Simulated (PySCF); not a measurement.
Si(F)(Me)(Et)(OH) (C3H9FOSi), SMILES CC[Si](C)(F)O.

Geometry optimised at PBE-D3(BJ)/def2-SVP. One conformer was computed; it need not be the lowest.

Calculation: PBE-D3(BJ)/def2-SVP (PySCF).

Frequencies are harmonic and unscaled.

List the normal modes with their intensities. (An estimate is asked for; the answer gives what the named calculation found.)


```csv
mode,ν (cm⁻¹),IR (km/mol),moving atoms (share of kinetic energy)
1,58,0.2,"C 42 %, H 41 %, F 11 %"
2,115,0.7,H 96 %
3,131,2.1,"C 38 %, H 25 %, O 17 %, F 16 %"
4,165,1.6,"H 59 %, C 19 %, F 17 %"
5,205,10.5,"H 35 %, C 28 %, F 21 %, O 12 %"
6,230,7.5,"H 60 %, C 16 %, O 15 %"
7,255,23.9,"H 63 %, C 14 %, F 11 %, Si 10 %"
8,301,37.4,"H 33 %, C 22 %, O 17 %, F 15 %, Si 14 %"
9,315,60.7,"O 34 %, H 33 %, F 13 %, C 13 %"
10,351,20.6,"C 25 %, Si 23 %, H 19 %, O 19 %, F 15 %"
11,601,3.9,"C 57 %, H 22 %, F 9 %"
12,650,3.7,"H 71 %, C 26 %"
13,718,48.6,"H 50 %, C 25 %, Si 17 %"
14,737,12.4,"H 62 %, C 18 %, O 17 %"
15,753,45.2,"H 56 %, C 21 %, Si 11 %, F 11 %"
16,827,258.6,"H 42 %, Si 27 %, O 13 %, C 10 %"
17,858,118.2,"H 47 %, Si 27 %, F 17 %"
18,903,102.7,"Si 39 %, O 28 %, H 23 %, F 8 %"
19,945,40.4,"H 72 %, C 14 %, Si 11 %"
20,955,13.4,"H 72 %, C 17 %"
21,1023,19.3,"C 71 %, H 28 %"
22,1205,1.4,"H 79 %, C 21 %"
23,1218,9.5,"H 58 %, C 41 %"
24,1226,44.7,"H 76 %, C 23 %"
25,1343,0.6,"H 82 %, C 18 %"
26,1374,3.1,H 92 %
27,1379,2.1,H 96 %
28,1382,7.7,H 95 %
29,1427,5.2,H 97 %
30,1429,6.5,H 97 %
31,2963,14.1,H 95 %
32,2968,29.4,H 97 %
33,2984,0.4,H 97 %
34,3013,6.3,"H 91 %, C 9 %"
35,3049,23.9,"H 91 %, C 9 %"
36,3060,16.1,"H 91 %, C 9 %"
37,3084,2.6,"H 91 %, C 9 %"
38,3088,1.9,"H 91 %, C 9 %"
39,3768,62.6,H 94 %
```
